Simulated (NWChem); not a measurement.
System: SiCl cation, singlet

Parts of the log:

```
             Northwest Computational Chemistry Package (NWChem) 7.3.0
             --------------------------------------------------------

 ORDER OF PRIMARY AXIS IS BEING SET TO 4
 C4V symmetry detected

                             Geometry "geometry" -> ""
                             -------------------------

 Output coordinates in angstroms (scale by  1.889725989 to convert to a.u.)

  No.       Tag          Charge          X              Y              Z
 ---- ---------------- ---------- -------------- -------------- --------------
    1 Si                  14.0000     0.00000000     0.00000000    -1.08518513
    2 Cl                  17.0000     0.00000000     0.00000000     0.89368187

 Effective nuclear repulsion energy (a.u.)      63.6445932253

      Symmetry information
      --------------------

 Group name             C4v
 Group number             18
 Group order               8
 No. of unique centers     2

                                 NWChem DFT Module
                                 -----------------

 Summary of "ao basis" -> "ao basis" (spherical)
 ------------------------------------------------------------------------------
       Tag                 Description            Shells   Functions and Types
 ---------------- ------------------------------  ------  ---------------------
 Si                          6-31g*                  8       18   4s3p1d
 Cl                          6-31g*                  8       18   4s3p1d

      Symmetry analysis of basis
      --------------------------

        a1         16
        a2          0
        b1          2
        b2          2
        e          16

            General Information
            -------------------
          SCF calculation type: DFT
          Wavefunction type:  closed shell.
          No. of atoms     :     2
          No. of electrons :    30
           Alpha electrons :    15
            Beta electrons :    15
          Charge           :     1
          Spin multiplicity:     1
          Use of symmetry is: on ; symmetry adaption is: on
          Maximum number of iterations: 200
          AO basis - number of functions:    36
                     number of shells:    16
          Convergence on energy requested:  1.00D-06
          Convergence on density requested:  1.00D-05
          Convergence on gradient requested:  5.00D-04

              XC Information
              --------------
                         B3LYP Method XC Potential
                     Hartree-Fock (Exact) Exchange  0.200
                        Slater Exchange Functional  0.800 local
                    Becke 1988 Exchange Functional  0.720 non-local
              Lee-Yang-Parr Correlation Functional  0.810
                  VWN I RPA Correlation Functional  0.190 local

             Grid Information
             ----------------
          Grid used for XC integration:  medium
          Radial quadrature: Mura-Knowles
          Angular quadrature: Lebedev.
          Tag              B.-S. Rad. Rad. Pts. Rad. Cut. Ang. Pts.
          ---              ---------- --------- --------- ---------
          Si                  1.10       88           8.0       590
          Cl                  1.00       88           8.0       590
          Grid pruning is: on
          Number of quadrature shells:   176
          Spatial weights used:  Erf1

      Superposition of Atomic Density Guess
      -------------------------------------

 Sum of atomic energies:        -748.26789024

 Renormalizing density from      31.00 to     30

      Non-variational initial energy
      ------------------------------

 Total energy =    -733.202192
 1-e energy   =   -1124.811642
 2-e energy   =     327.964857
 HOMO         =      -0.714848
 LUMO         =      -0.369668

      Symmetry analysis of molecular orbitals - initial
      -------------------------------------------------

 !! scf_movecs_sym_adapt:    4 vectors were symmetry contaminated

  Symmetry fudging

 !! scf_movecs_sym_adapt:    4 vectors were symmetry contaminated

  Numbering of irreducible representations:

     1 a1          2 a2          3 b1          4 b2          5 e

  Orbital symmetries:

     1 a1          2 a1          3 a1          4 a1          5 e
     6 e           7 a1          8 a1          9 e          10 e
    11 a1         12 a1         13 e          14 e          15 a1
    16 e          17 e          18 a1         19 a1         20 a1
    21 e          22 e          23 a1         24 e          25 e

 ----------------------------------------------
         Quadratically convergent ROKS

 Convergence threshold     :          5.000E-04
 Maximum no. of iterations :          200
 Final Fock-matrix accuracy:          1.000E-08
 ----------------------------------------------

              iter       energy          gnorm     gmax       time
             ----- ------------------- --------- --------- --------
                 1     -749.2095451651  1.61D+00  4.81D-01      0.3
  Setting level-shift to   2.00 to force positive preconditioner
                 2     -749.3760584594  2.56D-01  7.99D-02      0.6
                 3     -749.3809825809  1.73D-02  5.67D-03      0.9
                 4     -749.3810095475  2.20D-04  9.88D-05      1.6

         Total DFT energy =     -749.381009547532
      One electron energy =    -1154.224681980229
           Coulomb energy =      380.559282759239
    Exchange-Corr. energy =      -39.360203551821
 Nuclear repulsion energy =       63.644593225279

 Numeric. integr. density =       30.000000110341

                       DFT Final Molecular Orbital Analysis
                       ------------------------------------

 Vector   13  Occ=2.000000D+00  E=-6.150726D-01  Symmetry=e
              MO Center=  9.6D-17,  4.6D-16,  6.7D-01, r^2= 1.4D+00
   Bfn.  Coefficient  Atom+Function         Bfn.  Coefficient  Atom+Function
  ----- ------------  ---------------      ----- ------------  ---------------
    26      0.672769  2 Cl py                30      0.313340  2 Cl py
    22     -0.260740  2 Cl py                25      0.211056  2 Cl px
     8      0.208260  1 Si py

 Vector   14  Occ=2.000000D+00  E=-6.150726D-01  Symmetry=e
              MO Center=  5.7D-16, -1.1D-17,  6.7D-01, r^2= 1.4D+00
   Bfn.  Coefficient  Atom+Function         Bfn.  Coefficient  Atom+Function
  ----- ------------  ---------------      ----- ------------  ---------------
    25      0.672769  2 Cl px                29      0.313340  2 Cl px
    21     -0.260740  2 Cl px                26     -0.211056  2 Cl py
     7      0.208260  1 Si px

 Vector   15  Occ=2.000000D+00  E=-5.913069D-01  Symmetry=a1
              MO Center=  2.6D-15, -6.6D-15, -7.1D-01, r^2= 2.7D+00
   Bfn.  Coefficient  Atom+Function         Bfn.  Coefficient  Atom+Function
  ----- ------------  ---------------      ----- ------------  ---------------
    27      0.492771  2 Cl pz                 6      0.489233  1 Si s
     9     -0.400162  1 Si pz                10      0.309240  1 Si s
     2     -0.194667  1 Si s                 31      0.195232  2 Cl pz
    23     -0.189207  2 Cl pz

 Vector   16  Occ=0.000000D+00  E=-3.658846D-01  Symmetry=e
              MO Center= -1.5D-15, -1.9D-15, -9.1D-01, r^2= 2.5D+00
   Bfn.  Coefficient  Atom+Function         Bfn.  Coefficient  Atom+Function
  ----- ------------  ---------------      ----- ------------  ---------------
     7      0.716059  1 Si px                11      0.393554  1 Si px
    25     -0.298195  2 Cl px                 3     -0.241224  1 Si px
    29     -0.222808  2 Cl px

 Vector   17  Occ=0.000000D+00  E=-3.658846D-01  Symmetry=e
              MO Center= -2.8D-15, -3.8D-15, -9.1D-01, r^2= 2.5D+00
   Bfn.  Coefficient  Atom+Function         Bfn.  Coefficient  Atom+Function
  ----- ------------  ---------------      ----- ------------  ---------------
     8      0.716059  1 Si py                12      0.393554  1 Si py
    26     -0.298195  2 Cl py                 4     -0.241224  1 Si py
    30     -0.222808  2 Cl py

 Vector   18  Occ=0.000000D+00  E=-2.275551D-01  Symmetry=a1
              MO Center=  2.3D-15, -1.3D-14, -9.2D-01, r^2= 3.7D+00
   Bfn.  Coefficient  Atom+Function         Bfn.  Coefficient  Atom+Function
  ----- ------------  ---------------      ----- ------------  ---------------
    13      0.938637  1 Si pz                28     -0.778585  2 Cl s
    10      0.629397  1 Si s                  9      0.600072  1 Si pz
    31      0.546654  2 Cl pz                27      0.367839  2 Cl pz
    24     -0.229124  2 Cl s                  6      0.198130  1 Si s
     5     -0.180763  1 Si pz

            General Information
            -------------------
          SCF calculation type: DFT
          Wavefunction type:  closed shell.
          No. of atoms     :     2
          No. of electrons :    30
           Alpha electrons :    15
            Beta electrons :    15
          Charge           :     1
          Spin multiplicity:     1
          Use of symmetry is: on ; symmetry adaption is: on
          Maximum number of iterations: 200
          AO basis - number of functions:    36
                     number of shells:    16
          Convergence on energy requested:  1.00D-06
          Convergence on density requested:  1.00D-05
          Convergence on gradient requested:  5.00D-04

              XC Information
              --------------
                         B3LYP Method XC Potential
                     Hartree-Fock (Exact) Exchange  0.200
                        Slater Exchange Functional  0.800 local
                    Becke 1988 Exchange Functional  0.720 non-local
              Lee-Yang-Parr Correlation Functional  0.810
                  VWN I RPA Correlation Functional  0.190 local

             Grid Information
             ----------------
          Grid used for XC integration:  medium
          Radial quadrature: Mura-Knowles
          Angular quadrature: Lebedev.
          Tag              B.-S. Rad. Rad. Pts. Rad. Cut. Ang. Pts.
          ---              ---------- --------- --------- ---------
          Si                  1.10       88           8.0       590
          Cl                  1.00       88           8.0       590
          Grid pruning is: on
          Number of quadrature shells:   176
          Spatial weights used:  Erf1

          Convergence Information
          -----------------------
          Convergence aids based upon iterative change in
          total energy or number of iterations.
          Levelshifting, if invoked, occurs when the
          HOMO/LUMO gap drops below (HL_TOL):  1.00D-02
          DIIS, if invoked, will attempt to extrapolate
          using up to (NFOCK): 10 stored Fock matrices.

                    Damping( 0%)  Levelshifting(0.5)       DIIS
                  --------------- ------------------- ---------------
          dE  on:    start            ASAP                start
          dE off:    2 iters        200 iters           200 iters

                            NWChem DFT Gradient Module
                            --------------------------

  charge          =   1.00
  wavefunction    = closed shell

  Using symmetry

                         DFT ENERGY GRADIENTS

    atom               coordinates                        gradient
                 x          y          z           x          y          z
   1 Si      0.000000   0.000000  -2.050703    0.000000   0.000000  -0.000012
   2 Cl      0.000000   0.000000   1.688814    0.000000   0.000000   0.000012
```

Level: B3LYP/6-31G* (spherical d). Low-valent species are run as closed-shell singlets; no triplet was tried in these runs. Geometry: optimised at B3LYP/6-31G* (spherical d).

Write an input that gives this output.

One answer among several that fit: the input that was run:
```
start job
memory heap 200 mb stack 900 mb global 1100 mb
charge 1
geometry units angstroms noautoz
  Si     0.000000     0.000000    -1.082329
  Cl     0.000000     0.000000     0.896538
end
basis spherical
  * library 6-31g*
end
dft
  xc b3lyp
  iterations 200
  cgmin
end
task dft gradient
```
